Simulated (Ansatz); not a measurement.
```yaml
crystal:
  periodic: [false, false, false]
  atoms:
    - {symbol: C, position_ang: [0.645238, 1.175650, -1.858694]}
    - {symbol: C, position_ang: [0.695780, -0.122408, -1.074499]}
    - {symbol: As, position_ang: [-1.034664, -0.545654, -0.199737]}
    - {symbol: C, position_ang: [-0.407308, -2.075636, 0.881318]}
    - {symbol: Si, position_ang: [-0.850786, 1.038313, 1.538741]}
    - {symbol: H, position_ang: [1.585846, 1.352924, -2.387004]}
    - {symbol: H, position_ang: [0.469656, 2.034792, -1.206060]}
    - {symbol: H, position_ang: [-0.155434, 1.161059, -2.602362]}
    - {symbol: H, position_ang: [1.484737, -0.101788, -0.318631]}
    - {symbol: H, position_ang: [0.901604, -0.966808, -1.738311]}
    - {symbol: H, position_ang: [-1.178455, -2.347888, 1.602395]}
    - {symbol: H, position_ang: [-0.244575, -2.922926, 0.213680]}
    - {symbol: H, position_ang: [0.520107, -1.850860, 1.409682]}
    - {symbol: H, position_ang: [0.516429, 1.023974, 2.136468]}
    - {symbol: H, position_ang: [-1.837218, 0.712359, 2.604584]}
    - {symbol: H, position_ang: [-1.133954, 2.412298, 1.042728]}
basis:
  gaussian: {orbitals: def2-mTZVPP}
hamiltonian: {xc: {name: PBE}}
```

```sh
$ ansatz run in.yaml --threads 4 --pin off --events-out ev --progress --plain --max-ram 11315MiB
```

It prints (some lines left out):

```
Functional definition: PBE
1792 factors; their error is unknown
mean field evaluation 1: about -71976.0824 eV, gradient 8.5e1 eV
mean field evaluation 2: about -71944.8272 eV, gradient 1.3e2 eV
mean field evaluation 4: about -71992.2512 eV, gradient 1.1e1 eV
mean field evaluation 8: about -71992.6114 eV, gradient 2.9e-1 eV
mean field evaluation 16: about -71992.5760 eV, gradient 2.5e-4 eV
mean field -71992.57600965 eV, -2645.6783700339 hartree, gradient 4.3e-5 eV, S^2 0.000000; 0 other end points of the search recorded, 0 dependent functions left out
reference -71992.57605713 eV, -2645.6783717789 hartree; 38, 38 occupied and 137, 137 virtual orbitals, 1792 factors
Total energy: -71992.57605713 eV, -2645.6783717789 hartree
```

It took 1.9 s on 4 threads of an Arm Neoverse V2 on a shared host, with 0.26 GiB of host memory at the peak.
